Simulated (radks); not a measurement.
The antimony anion Sb3-, [Xe], held by a Watson sphere: a shell of charge +2.52 at radius R that stands for the Madelung well of a crystal (potential energy -2.52/R inside, -2.52/r outside, in hartree with lengths in bohr). Calculated with a radial shooting solver on a logarithmic mesh with Libxc functionals: scalar-relativistic Kohn-Sham, LDA (Slater exchange, Perdew-Wang correlation), spin-polarised, spherical densities, finite nucleus; Fermi nuclear charge, rms radius of each element as measured or else 0.836 A^(1/3) + 0.57 fm.

R (bohr)  e(4d) (eV)  e(5s) (eV)  e(5p) (eV)  <r> 5p (bohr)  sum of <r^2> (bohr^2)  X-ray form factor at sin(theta)/lambda = 0.1 1/angstrom
3.2          -28.808     -10.164      -3.044          3.130                  102.3                                                   48.326
3.42         -28.660      -9.832      -2.837          3.215                  106.5                                                   48.205
3.6          -28.568      -9.590      -2.672          3.285                  110.1                                                   48.112
3.75         -28.505      -9.407      -2.538          3.343                  113.0                                                   48.038
5.06         -28.216      -8.387      -1.585          3.833                  141.4                                                   47.556
5.38         -28.182      -8.252      -1.413          3.948                  149.1                                                   47.478
5.4          -28.180      -8.244      -1.403          3.955                  149.6                                                   47.474
5.66         -28.159      -8.157      -1.280          4.049                  156.2                                                   47.422
